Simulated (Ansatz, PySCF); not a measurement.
Gas-phase reaction (SMILES): FCF [difluoromethane] + C (CH4) → 2 CF (CH3F); bond separation energy.

Each molecule is optimised on its own at B3LYP-D3(BJ)/def2-TZVP (Ansatz, an electronic-structure program). Cores are frozen in the correlated levels unless marked. Spin-orbit coupling is left out. No relativistic terms. Basis-set limits of correlation are two-point, X^-3; Hartree-Fock from the larger set. Thermal terms are rigid-rotor harmonic-oscillator values from B3LYP-D3(BJ) frequencies (Ansatz or PySCF) at 298.15 K and 1 atm. 1 Eh = 627.5095 kcal/mol.

```tsv
species	E, CCSD(T)/CBS(cc-pVTZ,cc-pVQZ) (Ansatz) (Eh)	E, PBE0-D4/def2-TZVPD (Ansatz + dftd4) (Eh)	H - E (Eh)	G - E (Eh)
FCF	-238.81808	-238.85726	0.03671	0.00869
C (CH4)	-40.45816	-40.47492	0.04840	0.02728
CF (CH3F)	-139.62807	-139.65620	0.04297	0.01769
```

### Question
Work out ΔE and ΔH, ΔG, ΔS and the equilibrium constant at 298.15 K at the first level, then ΔH at the second.

### Answer

1. ΔE = [2×(-139.62807)] - [(-238.81808) + (-40.45816)] = 0.02010 Eh = 12.6 kcal/mol at CCSD(T)/CBS(cc-pVTZ,cc-pVQZ).
2. The terms H - E add up to 0.00083 Eh, so ΔH = (0.02010 + (0.00083))×627.5095 = 13.1 kcal/mol.
3. The terms G - E add up to -0.00059 Eh, so ΔG = 12.2 kcal/mol, and ΔS = (0.00083 - (-0.00059))×627509.5/298.15 = 3.0 cal/(mol K).
4. log10 K = -ΔG/(RT ln 10) = -8.9, with RT ln 10 = 1.3642 kcal/mol.
5. At PBE0-D4/def2-TZVPD the same steps give ΔE = 12.4 and ΔH = 12.9 kcal/mol, a shift of -0.2 from the first level.
6. Tabulated enthalpies of formation (FCF -107.8 kcal/mol, ATcT 1.112; C (CH4) -17.8 kcal/mol, ATcT 1.112; CF (CH3F) -56.5 kcal/mol, ATcT 1.112) give ΔH = 12.6, so the errors are +0.5 and +0.3 kcal/mol; the tables hold anharmonic motion, scalar relativity, which both levels lack, and core correlation, which the frozen-core level lacks.
